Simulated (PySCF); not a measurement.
## Energy of Mn+ (manganese, charge +1) between two integer charges

The 4s alpha orbital of [Ar] 3d5 4s1 is emptied in steps (occupation f), with all orbitals relaxed, ending at [Ar] 3d5. Computed with PySCF 2.14 in jorge-DZP-DKH, with scalar relativity by spin-free X2C-1e. The exact energy is a straight line in f; departures are measured from the line between the end points of the same method.

```
  f  BHandHLYP (eV)  TPSS (eV)
  1           0.000      0.000
0.8          -0.289     -0.578
0.6          -0.433     -0.878
0.4          -0.432     -0.889
0.2          -0.287     -0.596
  0           0.000      0.000
```

Task: For TPSS, how does the orbital energy at f = 1 compare with the removal energy?

Result: −ε = 11.948 eV against a total-energy difference of 15.525 eV. By Janak's theorem ε = ∂E/∂f, so the gap between them reflects the curvature. Along the path −ε is 13.326 (f = 0.8), 14.738 (f = 0.6), 16.214 (f = 0.4), 17.775 (f = 0.2) eV.

```tsv
method	E(f=0) − E(f=1) (eV)	−ε at f=1 (eV)	−ε at f=0.4 (eV)
BHandHLYP	15.249	13.441	15.614
TPSS	15.525	11.948	16.214
```

Reference removal energy between the ground levels: 15.640 eV (measured; NIST Atomic Spectra Database, ionization energies).
